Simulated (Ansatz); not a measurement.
Coupled-cluster run, `C[Se][Zr]([Cl])([Cl])[Cl]`.

```yaml
crystal:
  periodic: [false, false, false]
  atoms:
    - {symbol: C, position_ang: [-0.080197, -1.246887, 1.001873]}
    - {symbol: Se, position_ang: [1.570171, -0.775022, 0.029473]}
    - {symbol: Zr, position_ang: [0.208765, 1.104834, -0.938129]}
    - {symbol: Cl, position_ang: [-1.609750, 0.205420, -2.091550]}
    - {symbol: Cl, position_ang: [1.617470, 2.269304, -2.361501]}
    - {symbol: Cl, position_ang: [-0.551952, 2.463920, 0.799976]}
    - {symbol: H, position_ang: [0.133169, -1.191905, 2.066470]}
    - {symbol: H, position_ang: [-0.921106, -0.577211, 0.789330]}
    - {symbol: H, position_ang: [-0.366578, -2.252464, 0.704069]}
basis:
  gaussian: {orbitals: def2-SVP}
correlation: {method: ccsd_t}
```

```sh
$ ansatz run in.yaml --threads 4 --pin off --events-out ev --progress --plain --max-ram 11315MiB
```

The program prints (abridged):

```
Functional definition: HF
1415 factors; integrals over basis functions are off by at most 1.3e-3 eV
mean field evaluation 1: about -105141.9065 eV, gradient 3.1e1 eV
mean field evaluation 2: about -105142.0041 eV, gradient 3.2e1 eV
mean field evaluation 4: about -105145.2741 eV, gradient 3.0e0 eV
mean field evaluation 8: about -105145.3250 eV, gradient 2.6e-1 eV
mean field -105145.32565690 eV, -3864.0194478295 hartree, gradient 1.8e-6 eV, S^2 0.000000; 0 other end points of the search recorded, 0 dependent functions left out
25 core orbitals not correlated: weight in the atoms' cores, before any rotation towards them, 1.000 or more for the frozen orbitals, at most 0.000 for the correlated occupied ones
reference -105145.32565690 eV, -3864.0194478295 hartree; 28, 28 occupied and 93, 93 virtual orbitals, 1415 factors
second order -27.92706862 eV of doubles, -0.00000000 eV of singles
cycle   1  -28.08138183 eV  change   -1.5e-1 eV  update   1.8e-1
cycle   2  -28.75856363 eV  change   -6.8e-1 eV  update   7.3e-2
cycle   3  -28.99090637 eV  change   -2.3e-1 eV  update   3.3e-2
cycle   4  -28.97801556 eV  change    1.3e-2 eV  update   9.4e-3
cycle   5  -28.97259910 eV  change    5.4e-3 eV  update   3.6e-3
cycle   6  -28.97274752 eV  change   -1.5e-4 eV  update   1.4e-3
cycle   7  -28.97247872 eV  change    2.7e-4 eV  update   7.9e-4
cycle   8  -28.97255516 eV  change   -7.6e-5 eV  update   2.7e-4
cycle   9  -28.97272733 eV  change   -1.7e-4 eV  update   1.1e-4
cycle  10  -28.97267664 eV  change    5.1e-5 eV  update   3.8e-5
perturbative correction -0.99749304 eV, -0.0366571933 hartree
Total energy: -105175.29582659 eV, -3865.1208312510 hartree
```

It took 35 s on 4 threads of an Arm Neoverse V2 on a shared host, with 1.2 GiB of host memory at the peak.

Correlation energy per correlated electron: -0.535 eV. T1 diagnostic: 0.0154.
